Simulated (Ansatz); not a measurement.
Ansatz (an electronic-structure program) input (RI-MP2/cc-pV(Q+d)Z):
A basis named .json is the Basis Set Exchange file of that set.

Ansatz 0.2 input:
```yaml
crystal:
  periodic: [false, false, false]
  atoms:
    - {symbol: C, position_ang: [-2.87126342, -0.96495414, 0.54839182]}
    - {symbol: C, position_ang: [-1.70718957, -0.45936687, -0.22024206]}
    - {symbol: C, position_ang: [-0.36632806, -0.76386727, 0.44680197]}
    - {symbol: C, position_ang: [0.85187967, -0.26413084, -0.31092891]}
    - {symbol: C, position_ang: [2.16360514, -0.70401384, 0.30835443]}
    - {symbol: Cl, position_ang: [0.82765430, 1.56407531, -0.39944553]}
    - {symbol: H, position_ang: [-3.83148829, -1.10547206, 0.07233915]}
    - {symbol: H, position_ang: [-2.82271678, -1.06190326, 1.62513557]}
    - {symbol: H, position_ang: [-1.78705454, 0.62924386, -0.35781738]}
    - {symbol: H, position_ang: [-1.71723788, -0.87539861, -1.23478545]}
    - {symbol: H, position_ang: [-0.25656034, -1.84865886, 0.55122241]}
    - {symbol: H, position_ang: [-0.35039640, -0.34771514, 1.45802924]}
    - {symbol: H, position_ang: [0.79986057, -0.57501621, -1.35410381]}
    - {symbol: H, position_ang: [3.01330051, -0.31546993, -0.25112383]}
    - {symbol: H, position_ang: [2.23982963, -0.35528074, 1.33900269]}
    - {symbol: H, position_ang: [2.21811758, -1.79561165, 0.30841209]}
basis:
  gaussian:
    orbitals: cc-pV_Q+d_Z.json
    fitting: {mean_field: def2-universal-jkfit, correlation: cc-pVQZ-RIFIT.json}
magnetization: {spin_polarized: true, initial_magnetization: 1}
correlation: {method: mp2, electrons: outside_noble_gas}
```

Output:

```
Functional definition: HF
integrals: 1.94 GiB planned
683 factors; integrals over basis functions are off by at most 3.9e0 eV
1.83 GiB of device memory are held for the factors and their scratch space
mean field: 4.01 GiB planned
mean field evaluation 1: about -17811.6038 eV, gradient 2.7e1 eV
mean field evaluation 2: about -17815.4516 eV, gradient 9.6e0 eV
mean field evaluation 4: about -17816.0626 eV, gradient 8.1e-1 eV
mean field evaluation 8: about -17816.0718 eV, gradient 2.3e-6 eV
mean field -17816.07182588 eV, -654.7285634340 hartree, gradient 2.3e-6 eV, S^2 0.763262; 0 other end points of the search recorded, 0 dependent functions left out
10 core orbitals not correlated
1368 factors; their error is unknown
reference -17816.07182588 eV, -654.7285634340 hartree; 19, 18 occupied and 610, 611 virtual orbitals, 1368 factors
second order -30.09159049 eV of doubles, -0.00000000 eV of singles
Total energy: -17846.16341638 eV, -655.8344089878 hartree
```

It need not be the lowest isomer of its formula.
